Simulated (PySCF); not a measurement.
## Telling isomers of C₈H₆FN₃ apart by NMR

No relativistic terms, a single conformation, equivalent nuclei averaged, in vacuum. GFN2-xTB structure; shieldings: GIAO PBE0/pcSseg-1; PySCF 2.14.

Referencing at the same level of theory: TMS for $^{1}$H (31.72 ppm), $^{13}$C (186.93 ppm). Splittings of carbon signals by F and P are missing where no couplings were computed. Where no couplings were computed, multiplicities follow the n + 1 count of equivalent neighbours, and m marks all less simple cases (inequivalent or close neighbours, rings, F or P nearby). Shifts are as computed. Against solution values, carbons near 30 ppm lie about +3 ppm off and those near 130 ppm about +5 ppm. Of 1211 compounds with measured shifts, 218 miss one by over three times the rms of a fit or turn the order of signals round; such compounds aren't used in these exercises.

(1) Tabulate the signals of `Fc1ccccc1-n1ccnn1`, `Fc1ncnn1-c1ccccc1`, `Fc1ccccc1-n1nccn1`, `Fc1ccc(-n2nccn2)cc1`, `Fc1cccc(-n2nccn2)c1` and their relative energies.

(2) What is the quickest way to tell Fc1ccccc1-n1nccn1 from Fc1cccc(-n2nccn2)c1?

(3) What is the quickest way to tell Fc1ccccc1-n1ccnn1 from Fc1cccc(-n2nccn2)c1?

(4) What is the quickest way to tell Fc1ncnn1-c1ccccc1 from Fc1ccc(-n2nccn2)cc1?

## Answers

(1) 
```tsv
SMILES	carbon types	δC	δH	E rel. (kcal/mol)
Fc1ccccc1-n1ccnn1	2×C 6×CH	160.2, 139.4, 133.9, 131.0, 130.0, 129.9, 128.6, 123.5	9.56 (m, 1H), 8.55 (m, 1H), 7.91 (m, 1H), 7.67 (m, 1H), 7.65 (m, 1H), 7.60 (m, 1H)	18.3
Fc1ncnn1-c1ccccc1	2×C 6×CH	165.8, 151.5, 140.8, 135.3, 132.9, 124.3	8.41 (d, 2H), 7.84 (m, 2H), 7.77 (m, 1H), 7.62 (t, 1H)	0.0
Fc1ccccc1-n1nccn1	2×C 6×CH	162.9, 139.6, 133.6, 131.7, 129.2, 127.6, 124.2	9.04 (m, 1H), 7.88 (s, 2H), 7.59 (m, 1H), 7.54 (m, 1H), 7.54 (m, 1H)	15.2
Fc1ccc(-n2nccn2)cc1	2×C 6×CH	172.2, 139.9, 139.5, 125.8, 121.8	8.76 (m, 2H), 7.85 (s, 2H), 7.47 (m, 2H)	8.9
Fc1cccc(-n2nccn2)c1	2×C 6×CH	173.5, 145.3, 140.3, 136.1, 120.2, 119.0, 111.8	8.49 (d, 1H), 8.45 (m, 1H), 7.88 (s, 2H), 7.76 (m, 1H), 7.27 (m, 1H)	8.8
```

Energies are electronic energies at PBE0/pcSseg-1 on these geometries, without zero-point or thermal terms, each for the one conformer computed, which needn't be the lowest.

(2) Both give the same number of carbon signals, with the same numbers of each carbon type, so the positions decide. The first has an aromatic carbon bearing nitrogen (C) at 131.7 ppm, the second an aromatic carbon bearing nitrogen (C) at 145.3 ppm. Their most deshielded carbons lie at 162.9 and 173.5 ppm. In the proton spectra the most deshielded non-exchanging signals are 9.04 (m, 1H) and 8.49 (d, 1H).

(3) Count the carbon signals: 8 against 7. The first has an aromatic carbon bearing nitrogen (C) at 130.0 ppm, the second an aromatic carbon bearing nitrogen (C) at 145.3 ppm. Their most deshielded carbons lie at 160.2 and 173.5 ppm. In the proton spectra the most deshielded non-exchanging signals are 9.56 (m, 1H) and 8.49 (d, 1H).

(4) Count the carbon signals: 6 against 5. The first has an aromatic CH between two ring heteroatoms at 151.5 ppm, the second an aromatic carbon bearing fluorine (C) at 172.2 ppm. Their most deshielded carbons lie at 165.8 and 172.2 ppm.
